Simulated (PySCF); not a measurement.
A calculated (TPSS, PySCF 2.14, 6-31G*, no relativity, point nucleus) atom or ion has these occupied shells.

| shell | electrons | orbital energy (eV) | rms radius, mean of both spins (bohr) |
| --- | --- | --- | --- |
| 1s | 2 | -311.78 | 0.313 |
| 2s | 2 | -40.704 | 1.50 |

Q: Name the element and its charge.

A: C²⁺ (carbon, charge +2), in [He] 2s2, closed-shell 1S.
